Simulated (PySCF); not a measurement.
Species: C2H7F3OSi2.
Structure used (PBE0-D3(BJ)/def2-SVP), in Å, numbered top down from 1:
```xyz
15
C2H7F3OSi2 angstrom
F      2.9638    1.1415    0.2948
C      2.6449   -0.1508    0.4508
F      3.0033   -0.7836   -0.6759
F      3.4159   -0.6302    1.4322
C      1.1830   -0.3256    0.7374
Si     0.0062    0.2722   -0.6125
O     -1.5171    0.0062   -0.0189
Si    -3.1504    0.0876   -0.2980
H      0.9470    0.2102    1.6696
H      0.9914   -1.3942    0.9195
H      0.2104    1.7259   -0.8748
H      0.2130   -0.5063   -1.8675
H     -3.5249   -0.8131   -1.4295
H     -3.5469    1.4874   -0.6386
H     -3.8563   -0.3447    0.9401
```

Lines to be assigned: C 1s: 291.24 (area 1), 298.29 (area 1) eV; O 1s: 538.18 eV; F 1s: 693.89 eV; Si 1s: 1847.70 (area 1), 1847.75 (area 1) eV; Si 2p3/2: 107.75 (area 1), 107.83 (area 1) eV.

Level of theory: PySCF 2.14.0, delta-SCF UKS SCAN, pcX-2 on the ionised atom, pcseg-1 elsewhere, spin-free X2C. Isolated species at its PBE0-D3(BJ)/def2-SVP geometry (one conformer only).

Question: Order the carbon atoms by C 1s binding energy.

Answer: 291.24 eV: C5 (sp3 carbon bound to silicon); 298.29 eV: C2 (CF3 carbon). The listed C 1s values span 7.05 eV, from C5 (bonded to C, 2 H and Si) to C2 (bonded to 3 F and C).

Bonded neighbours of each site: F1/F3/F4: C; C2: 3 F and C; C5: C, 2 H and Si; Si6: O, C and 2 H; O7: 2 Si; Si8: O and 3 H.

Question: Which photon energy gives electrons from C 1s of C2 a kinetic energy of 100 eV, and what is their de Broglie wavelength?

Answer: hν = 298.29 + 100 = 398.29 eV, recoil neglected; λ = 12.264 Å/√(E/eV) = 1.23 Å.

Topologically equivalent atoms share the value of their first member; where this conformer doesn't relate them by symmetry, their own values could differ. The 2p values add to the ΔSCF energy of one spin-free hole a correction within the shell (spin–orbit coupling, ligand field). 2p1/2 minus 2p3/2 (ligand field included): Si 0.63 eV.
